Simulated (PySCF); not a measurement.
CdMe(CF3), C2H3CdF3 (singlet state).
Structure used (PBE0-D3(BJ)/def2-SVP), in Å, numbered top down from 1:
```
atom  x, y, z in Å
Cd1   -0.0004   -0.0135    0.0710
C2    -0.0241    0.0215    2.1717
H3    -0.8602    0.6371    2.5361
H4     0.9142    0.4453    2.5599
H5    -0.1396   -0.9957    2.5748
C6     0.0232   -0.0261   -2.0881
F7    -1.0620   -0.6206   -2.6239
F8     1.0920   -0.6696   -2.6004
F9     0.0568    1.2216   -2.6010
```

The calculation used TDDFT B3LYP/def2-SVPD, vertical, gas phase, core orbitals frozen in the response, def2 core potentials past Kr in PySCF. Spin–orbit coupling is left out.

Transition dipole moments from the ground state, in atomic units and in the frame of the coordinates above (overall signs are arbitrary), for the states with f of 0.002 or more among the lowest 8:

| state | E (eV) | μx | μy | μz |
| --- | --- | --- | --- | --- |
| S3 | 6.568 | -0.019 | 0.023 | 1.750 |
| S4 | 7.328 | -1.056 | -0.003 | -0.011 |
| S5 | 7.331 | 0.003 | -1.052 | 0.018 |
| S7 | 7.952 | 0.002 | 0.006 | -0.206 |
| S8 | 8.497 | 0.012 | -0.006 | -1.035 |

**Question.** What oscillator strength does each state have?

**Answer.** f = (2/3) ΔE |μ|² with ΔE in hartree (27.2114 eV).

```json
{"state": "S3", "|μ|² (au)": "3.063", "|μ| (D)": "4.45", "f": "0.493"}
{"state": "S4", "|μ|² (au)": "1.115", "|μ| (D)": "2.68", "f": "0.200"}
{"state": "S5", "|μ|² (au)": "1.107", "|μ| (D)": "2.67", "f": "0.199"}
{"state": "S7", "|μ|² (au)": "0.043", "|μ| (D)": "0.52", "f": "0.008"}
{"state": "S8", "|μ|² (au)": "1.072", "|μ| (D)": "2.63", "f": "0.223"}
```

**Question.** Which bond between heavy atoms lies closest to the direction of the S3 transition dipole?

**Answer.** Cd1–C2 and Cd1–C6, at 0° from it; next C6–F8 and C6–F7 at 67°.

**Question.** What angle do the transition dipoles of S3 and S8 make?

**Answer.** |cos θ| = |μa·μb| / (|μa| |μb|) = 1.00, so θ ≈ 0° (taken between 0 and 90°, since the signs are arbitrary).

**Question.** How is the summed strength of these states shared among x, y and z?

**Answer.** (2/3) Σ ΔE μα² gives 0.200 for x, 0.199 for y and 0.724 for z, 1.123 in all.

**Question.** What peak molar absorption coefficient would the strongest computed level give as a lone Gaussian band 0.5 eV wide at half height?

**Answer.** ε(max) = 2.175×10⁸ f / FWHM, with the width in cm⁻¹. S3: 2.175×10⁸ × 0.4930 / 4033 ≈ 27000 L mol⁻¹ cm⁻¹.

S4/S5 coincide within about 0.01 eV; within a degenerate level the directions of the single components are arbitrary.

The vertical ionisation energy (ΔSCF) is 9.76 eV, 1.26 eV above S8.

On one thread, Arm Neoverse V1, no GPU, on a shared host, this took 40 s of wall time.
